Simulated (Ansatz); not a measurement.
A structure relaxed at PBE-D4/def2-SVP in Ansatz, charge 1, doublet:

Cartesian coordinates in Å:
```
Zn -0.119 1.469 -2.297
Zn -1.887 -0.119 -0.159
Zn 0.807 -2.670 0.706
Zn 0.219 -0.843 2.747
Zn -0.774 2.361 0.339
Zn 0.541 0.633 -4.571
Zn 1.382 0.031 -0.091
Te -2.576 1.962 -1.638
Te -1.680 0.834 2.299
Te -0.053 -3.437 2.996
Te 1.656 2.546 -0.691
Te -0.237 -1.690 -1.475
Te 2.722 -1.078 1.835
```

(1) Give its formula.

(2) Summarise the bond lengths by kind (pairs closer than 1.2 times the sum of covalent radii, bridged metal pairs left out).

Answers

(1) the cluster Zn₇Te₆⁺.

(2) 17 × Te–Zn 2.56 to 2.74 Å; 1 × Zn–Zn 2.51 Å.

In the def2 sets Te takes a core potential; there is no spin–orbit coupling. The relaxation made no stability test and no search for a lower SCF solution. Another isomer (doublet) lies 0.35 eV lower at PBE0-D4/def2-TZVP; other spin states weren't run for this one.
